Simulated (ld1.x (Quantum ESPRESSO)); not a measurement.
**silicon (Si): variants of one TM potential**

Base potential:

| Quantity | Value |
| --- | --- |
| Element | silicon (Si) |
| Generator | ld1.x (Quantum ESPRESSO) 7.5 |
| Type | norm-conserving Troullier–Martins (Kleinman–Bylander form) |
| Functional | BLYP |
| Relativity | scalar-relativistic |
| Frozen core | [Ne] |
| Valence charge | 4 |
| Reference configuration | 3s2 3p2 |
| Partial waves | 3s (bound): rc 1.65 bohr; 3p (bound): rc 1.90 bohr |
| Local potential | all-electron potential smoothed inside 1.55 bohr (lloc = -1) |
| Core correction | Bessel-smoothed model core inside 1.25 bohr |

All-electron outer shells of the reference configuration (BLYP, scalar-relativistic, ld1.x):

```tsv
shell	level (eV)	outermost node (bohr)	outermost maximum (bohr)
2s	-139.30	0.15	0.45
2p	-95.56	–	0.39
3s	-10.68	0.72	1.77
3p	-3.93	0.72	2.14
```

Cutoffs, loose and tight: the cutoffs (Ry, on a coarse ladder) from which the occupation-weighted sum of valence levels, in a spherical-Bessel basis at the reference potential, stays within 10 and 1 mRy of its value at 400 Ry. They do not see the model core or the augmentation charge, which bear on the density cutoff. Test errors are all-electron minus pseudo excitation energies from the reference, over the configurations 3s2 3p1; 3s2 3p0; 3s1 3p0; 3s1 3p3; 3s2 3p1.5; 3s1 3p2; 3s0 3p4. A dash means not determined; rows that change the core or the reference have their own tests. The largest error is taken over the tests solved by every variant that gives reliable tests at all: 3s0 3p4; 3s1 3p2; 3s1 3p3; 3s2 3p1; 3s2 3p1.5.

A true bound ghost makes a file unfit for plane-wave use even where its test errors are small: the radial tests pick states by their node count and pass the ghost by. Where a test does run into it, the solver fails or the error is huge.

| change | outcome | cutoff, loose | cutoff, tight | bound ghosts | largest test error (meV) |
| --- | --- | --- | --- | --- | --- |
| base | generated | 15 Ry | 40 Ry | none | +6.1 |
| local potential all-electron potential smoothed inside 0.74 bohr (lloc = -1) | generated | 30 Ry | 40 Ry | s | +5.7 |
| local potential all-electron potential smoothed inside 0.96 bohr (lloc = -1) | generated | 15 Ry | 30 Ry | s | +54 |
| local potential all-electron potential smoothed inside 1.14 bohr (lloc = -1) | generated | 15 Ry | 40 Ry | none | +8.6 |
| local potential all-electron potential smoothed inside 1.34 bohr (lloc = -1) | generated | 15 Ry | 40 Ry | none | +8.3 |
| local potential all-electron potential smoothed inside 1.56 bohr (lloc = -1) | generated | 15 Ry | 40 Ry | none | +6.1 |
| local potential all-electron potential smoothed inside 1.82 bohr (lloc = -1) | generated | 15 Ry | 40 Ry | none | +5.7 |
| local potential all-electron potential smoothed inside 1.94 bohr (lloc = -1) | generated | 15 Ry | 40 Ry | none | +5.6 |
| local potential all-electron potential smoothed inside 2.24 bohr (lloc = -1) | generated | 15 Ry | 40 Ry | none | +4.7 |

Reading the sweep of the rcloc (base included, trends over the rows without a ghost): The loose cutoff stays near 15 Ry. The median size of the test errors (rows with all tests solved) is not monotonic: lowest 2.9 meV at 1.82 bohr, highest 4.3 meV at 1.14 bohr. Bound ghosts are found at 0.74, 0.96 bohr.
